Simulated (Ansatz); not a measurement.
Two isomers of C2H4BrClSi: A = `ClC1(Br)C[SiH2]1`, B = `Cl[Si]1(Br)CC1`.

Program: Ansatz. Geometries: PBE0-D4/def2-TZVP. ΔE: electronic, gas phase. CBS: MP2 limit from def2 TZ/QZ plus the TZ coupled-cluster correction, frozen cores. DFT in def2-TZVPP. B3LYP here is the variant with VWN-RPA as its local correlation; programs differ in this. For Br outer-core shells are correlated without core-valence functions, which leaves a few kJ/mol of doubt a bond. Scalar relativity is left out up to krypton.

Task: Which isomer does CCSD(T)/CBS put lower? Give the gap. (Estimate.)

Result: Ansatz gave: B, by 309.4 kJ/mol.

Task: Give E(B) − E(A) in kJ/mol with PBE-D4, MP2/def2-TZVPP, ωB97M-V, CCSD/def2-TZVPP, B3LYP, B2PLYP, B3LYP-D4. (An estimate is asked.)

Result: Ansatz gave: PBE-D4 -297.0, MP2/def2-TZVPP -311.2, ωB97M-V -312.3, CCSD/def2-TZVPP -311.5, B3LYP -307.8, B2PLYP -309.5, B3LYP-D4 -304.6. None reverses the order clearly.

Largest T1 diagnostic: 0.010.

From PBE to PBE0 (25 % exact exchange), in def2-TZVPP and without D4, E(B) − E(A) moves by −13.4 kJ/mol. In def2-TZVPP, CCSD(T) changes the Hartree–Fock value by +25.9 kJ/mol (the triples alone add +5.4 kJ/mol) and MP2 by +20.7 kJ/mol.
